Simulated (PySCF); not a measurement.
Ga(F)(OH)(OMe) (CH4FGaO2), SMILES C[O][Ga]([OH])[F]. Heavy atoms are numbered as in [Ga:1]([F:2])([OH:3])[O:5][CH3:6]. Hydrogens are named by the atom that carries them.

The structure is a stationary point at PBE0-D3(BJ)/def2-SVP. The structure was generated by enumeration; whether it is a known compound was not checked. The values are those of a single conformer.

Method: r2SCAN/def2-TZVP (PySCF).

ESP charges are fitted to the potential on shells at 1.4 to 2.0 van der Waals radii. Atomic charges (e), one atom of each kind:

```json
[
 {"atom": "Ga1", "ESP fit": "(withheld)", "Löwdin": "0.12"},
 {"atom": "F2", "ESP fit": "-0.44", "Löwdin": "-0.10"},
 {"atom": "O3 (OH)", "ESP fit": "-0.72", "Löwdin": "-0.18"},
 {"atom": "H on O3", "ESP fit": "(withheld)", "Löwdin": "0.18"},
 {"atom": "O5", "ESP fit": "(withheld)", "Löwdin": "0.02"},
 {"atom": "C6 (CH3)", "ESP fit": "-0.10", "Löwdin": "-0.36"},
 {"atom": "H on C6", "ESP fit": "0.09", "Löwdin": "0.10"}
]
```

Problem. Fill in the missing entries. (The exact figures need the calculation; the answer reports its results.)

Solution. 
- Ga1, ESP fit: 1.06
- H on O3, ESP fit: 0.39
- O5, ESP fit: -0.45
